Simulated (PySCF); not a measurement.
An unknown is described by computed data only.

Formula: C4H11PSSi2.

- Dipole: 2.57 D [PBE0/pcSseg-1]
- Rotational structure: rotational constants A, B, C: 1.516, 0.436, 0.383 GHz [GFN2-xTB]
- 13C NMR: chemical shifts (computed TMS as zero) by class: 118.8 (1 C), 78.9 (1 C), 14.3 (1 C), 6.2 (1 C) ppm [GIAO PBE0/pcSseg-1]
- 1H NMR: chemical shifts (computed TMS as zero) by class: 5.16 (2 H), 4.89 (2 H), 2.23 (3 H), 2.09 (3 H), 0.24 (1 H) ppm [GIAO PBE0/pcSseg-1]
- NMR, other nuclei: isotropic shieldings of nuclei other than C and H, by class: 369 (1 Si), 425 (1 Si), 638 (1 P), 711 (1 S) ppm [GIAO PBE0/pcSseg-1]

Electronic properties: PySCF, gas phase, density fitting. Levels stand in brackets. Isolated species at its GFN2-xTB geometry (one conformer only). NMR values are class means; diastereotopic atoms form classes of their own.

Question: What is the compound? Reason from the data.

Answer: Numbering: `[CH3:1][C:2]#[C:3][SiH2:4][PH:5][SiH2:6][S:7][CH3:8]`. 4 carbons fall into 4 classes; from least to most shielded: alkyne carbon [C2] (118.8 ppm), alkyne carbon [C3] (78.9 ppm), S-methyl carbon [C8] (14.3 ppm), propargylic carbon [C1] (6.2 ppm). Hydrogen classes from least to most shielded: 2 H on an SiH2 silicon, Si6 (5.16 ppm), 2 H on an SiH2 silicon, Si4 (4.89 ppm), 3 H on an S-methyl carbon, C8 (2.23 ppm, a mean of values up to 0.6 ppm apart in this geometry), 3 H on a propargylic carbon, C1 (2.09 ppm), 1 H on a three-coordinate phosphorus, P5 (0.24 ppm). The other shieldings belong to: 369 ppm, SiH2 silicon [Si6]; 425 ppm, SiH2 silicon [Si4]; 638 ppm, three-coordinate phosphorus [P5]; 711 ppm, sulfur bonded to C and Si [S7]. The optimised geometry has point group C1 and is an asymmetric top. Structure: `P([SiH2]SC)[SiH2]C#CC`. The assignments are read from this structure; whether some other isomer fits the data as well wasn't checked.

The values belong to the conformer `[CH3:1][C:2]#[C:3][SiH2:4][PH:5][SiH2:6][S:7][CH3:8]`: C3–Si4–P5–Si6 -74°, Si4–P5–Si6–S7 -171°, P5–Si6–S7–C8 -46°.
